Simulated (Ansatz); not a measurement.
The same path of Cl₂H₂OSi (6 atoms, charge 0, multiplicity 1) was run twice with different band settings. Lost on the way: Si1–H2, Si1–Cl3. Made: H2–Cl3.

Method: Ansatz 0.2.0, RKS PBE0-D4/def2-SVP.

Relaxed end points:

```xyz
6
Properties=species:S:1:pos:R:3
Si 0.028 -0.054 0.313
H 0.000 -0.090 1.785
Cl 1.962 0.152 -0.351
O -0.898 1.213 -0.165
H -1.014 1.371 -1.107
Cl -0.694 -1.819 -0.456
```

```xyz
6
Properties=species:S:1:pos:R:3
Si -1.149 -0.315 0.390
H 1.816 0.452 1.889
Cl 1.970 -0.111 0.741
O -1.264 1.152 -0.378
H -1.142 1.188 -1.336
Cl -0.848 -1.594 -1.286
```

Common settings: movable images 5; climbing image yes; spring 5.0 eV/Å²; optimiser quadratic models (default); force threshold 0.03 eV/Å; iteration limit 60; end points relaxed.

| run | start path |
| --- | --- |
| 1 | through a guess of the saddle point |
| 2 | straight line |

Q: What does each run give, and how far can it be trusted?

A: Run 1: converged after 18 iterations, highest image 2.926 eV above the first end. Neighbouring images differ by up to 1.5 eV, so the band resolves the path poorly. A vibrational analysis at the climbing image gives one clearly imaginary mode, 917i cm⁻¹: a first-order saddle point.
Run 2: converged after 18 iterations, highest image 2.926 eV above the first end. Neighbouring images differ by up to 1.5 eV, so the band resolves the path poorly. Another band between the same ends (5 images) ends at a top of the same energy, where a vibrational analysis finds 1 clearly imaginary mode.
The orbitals stay closed-shell, which can raise the energy where a bond breaks towards radicals; this wasn't checked here.
